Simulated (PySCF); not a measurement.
C₂H₉PSi₂ (charge -1 and doublet state).
Geometry (GFN2-xTB, Å), atoms numbered from 1 in this order:
```
atom  x, y, z in Å
C1     0.462   -2.624   -1.121
C2    -0.500   -1.734   -0.791
Si3   -0.446   -0.541    0.648
Si4    0.733    1.500    0.991
P5    -0.210    3.219   -0.128
H6     1.255   -2.870   -0.431
H7     0.480   -3.152   -2.066
H8    -1.238   -1.528   -1.567
H9    -1.882   -0.301    0.961
H10    0.079   -1.347    1.788
H11    1.490    2.376    1.982
H12    1.919    1.314    0.088
H13   -1.336    3.282    0.658
H14   -0.843    2.405   -1.034
```

The hyperfine couplings belong to this conformer and change with its torsions.

As a line formula: `[CH2-][CH][SiH2][SiH2]P` [radical] (charge -1).

The calculation used UKS B3LYP, pcH-1 on C H P Si, non-relativistic, mean-field spin-orbit, GIAO in PySCF. Whether the extra electron is bound in the gas phase wasn't checked; a finite basis holds it in any case. A GFN2-xTB geometry isn't a minimum of the functional, and hyperfine couplings can be far from their values at a DFT geometry, by a factor of two or more for some ions and for spin on atoms past the first row. The SCF solution wasn't tested for stability.

Problem. The isotropic 13C couplings are +98.8, +20.1 MHz. Assign them to C1; C2.

Solution. 
```
site  a_iso (MHz)  ρ(0) (bohr⁻³)          position  distance from Si3 (Å)  spin population  largest |T| (MHz)
  C1        +20.1        +0.0179  a main spin site                   2.88            +0.26               40.4
  C2        +98.8        +0.0879    1 bond from C1                   1.87            +0.02               20.9
```

Problem. The isotropic 29Si couplings are -433.6, -330.1 MHz. Assign them to Si3; Si4.

Solution. 
```tsv
site	a_iso (MHz)	ρ(0) (bohr⁻³)	position	distance from Si3 (Å)	spin population	largest |T| (MHz)
Si3	-330.1	+0.3718	largest spin population	0.00	+0.34	41.0
Si4	-433.6	+0.4882	a main spin site	2.38	+0.31	37.2
```

Problem. The isotropic 1H couplings, averaged over equivalent nuclei, are +78.0, -14.7, -12.3, -8.0, +2.1, -0.3 MHz. Assign them to H6; H7; H8; H9/H10; H11/H12; H13/H14.

Solution. 
| site | a_iso (MHz) | ρ(0) (bohr⁻³) | position | distance from Si3 (Å) | bound to | spin population there | largest \|T\| (MHz) |
| --- | --- | --- | --- | --- | --- | --- | --- |
| H6 | -14.7 | -0.0033 | 1 bond from C1 | 3.08 | C1 | +0.26 | 9.0 |
| H7 | -12.3 | -0.0028 | 1 bond from C1 | 3.88 | C1 | +0.26 | 10.5 |
| H8 | -0.3 | -0.0001 | 2 bonds from C1 | 2.55 | C2 | +0.02 | 4.4 |
| H9/H10 | -8.0 | -0.0018 | 1 bond from Si3 | 1.49 | Si3 | +0.34 | 4.6 |
| H11/H12 | +78.0 | +0.0174 | 1 bond from Si4 | 3.40 | Si4 | +0.31 | 4.2 |
| H13/H14 | +2.1 | +0.0005 | 2 bonds from Si4 | 3.67 | P5 | 0.00 | 2.8 |

ρ(0) is the spin density at the nucleus and T the dipolar tensor; a_iso includes a spin–orbit part; entries for several nuclei are means. The Mulliken spin populations are largest on Si3 (+0.34), Si4 (+0.31), C1 (+0.26) and H11 (+0.12). Three atoms exceed +0.15. Main spin sites, with 60 % or more of the largest population: C1, Si3, Si4; positions count bonds from the nearest.

Class means assume fast exchange of nuclei equivalent by connectivity; if that motion is slow, each nucleus keeps its own coupling. H6 and H7 aren't averaged: C1 is flat or nearly so (angle sum 360°), and its turn about the short C1–C2 bond (1.35 Å) is taken as slow. The 1H value of +78.0 MHz is a mean of couplings from -8.6 to 164.6 MHz in this one geometry, not an average over conformers. The 1H value of -8.0 MHz is a mean of couplings from -15.2 to -0.8 MHz in this one geometry, not an average over conformers.

C2, the radical centre as drawn in `[CH2-][CH][SiH2][SiH2]P`, holds a spin population of +0.02 out of 1.
